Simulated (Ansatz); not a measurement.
Computed with Ansatz on PBE0-D4/def2-TZVP structures; ΔE is electronic, products minus reactants. CBS: MP2 limit from def2 TZ/QZ plus the TZ coupled-cluster correction, frozen cores. This one scheme is used for every species. DFT in def2-TZVPP. For Ga outer-core shells are correlated without core-valence functions, which leaves a few kJ/mol of doubt a bond. Scalar relativity is left out up to krypton. One conformer a species, not always the lowest.

Consider the ligand exchange at a Ga–S bond: `[F][Ga]([SH])[Cl]` + H–F → `[F][Ga]([F])[Cl]` + H₂S.

Is it downhill or uphill in electronic energy at CCSD(T)/CBS, and by how much? (An estimate is asked.)

The calculation gave: Uphill: ΔE = +26.4 kJ/mol.

What do these levels give: PBE-D4, CAM-B3LYP-D4, PBE, SCS-MP2/def2-TZVPP, SCS-MP2/def2-QZVPP, MP2/CBS(def2)? (Best estimate.)

Ansatz gave: PBE-D4 25.9, CAM-B3LYP-D4 13.1, PBE 21.9, SCS-MP2/def2-TZVPP 13.5, SCS-MP2/def2-QZVPP 16.8, MP2/CBS(def2) 30.3 kJ/mol.

Largest T1 diagnostic among the species: 0.014.

From r2SCAN to r2SCAN0 (25 % exact exchange), in def2-TZVPP and without D4, ΔE moves by +3.6 kJ/mol. In def2-TZVPP, CCSD(T) changes the Hartree–Fock value by +13.1 kJ/mol (the triples alone add +2.4 kJ/mol) and MP2 by +17.0 kJ/mol.
